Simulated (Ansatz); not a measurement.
This geometry of C3H7NO2S (14 atoms, charge 0, multiplicity 1) is a first-order saddle point.

All numbers below come from RKS BLYP/def2-SVP (Ansatz 0.2.0).

```xyz
14
Properties=species:S:1:pos:R:3
C 1.005 -1.722 0.629
O 0.675 -0.740 -0.377
C -0.415 0.095 -0.158
S -2.032 -0.853 0.109
N -0.427 1.176 -1.143
C -0.181 2.097 -0.013
O -0.296 1.013 0.951
H 0.975 -2.733 0.172
H 2.032 -1.517 0.992
H 0.297 -1.690 1.478
H -1.850 -1.683 -0.959
H 0.360 1.080 -1.798
H -0.977 2.860 0.140
H 0.821 2.587 0.006
```

Problem. Which two structures does it join? (They come from a converged band through this point; their orientation in space is the band's.)

Solution. No bond is made or broken. The dihedral H10–C1–O2–C3 goes from -58 to 63°. The two ends are copies of one structure, up to a mirror image or an exchange of like atoms.

Initial state:

```xyz
14
Properties=species:S:1:pos:R:3
C 1.118 -1.614 0.681
O 0.826 -0.637 -0.335
C -0.386 0.037 -0.234
S -1.887 -1.118 -0.340
N -0.394 1.210 -1.107
C -0.461 2.023 0.126
O -0.560 0.832 0.958
H 0.390 -2.451 0.653
H 2.136 -1.987 0.464
H 1.096 -1.149 1.689
H -1.455 -1.746 -1.473
H 0.494 1.285 -1.621
H -1.374 2.652 0.213
H 0.443 2.635 0.356
```

Final state:

```xyz
14
Properties=species:S:1:pos:R:3
C 0.992 -1.723 0.607
O 0.644 -0.778 -0.422
C -0.417 0.082 -0.160
S -2.056 -0.830 0.121
N -0.432 1.183 -1.122
C -0.136 2.073 0.022
O -0.237 0.967 0.964
H 1.881 -2.266 0.238
H 1.240 -1.196 1.552
H 0.160 -2.432 0.797
H -1.950 -1.584 -1.012
H 0.339 1.084 -1.795
H -0.914 2.843 0.218
H 0.873 2.547 0.021
```

Problem. How far does it lie above each of them?

Solution. 0.071 eV above the first and 0.071 eV above the second. This is the barrier of this one path; another mechanism may lie lower.

Run time: 3.1 min on 2 threads of Arm Neoverse V2 (shared host), peak memory 0.19 GiB.
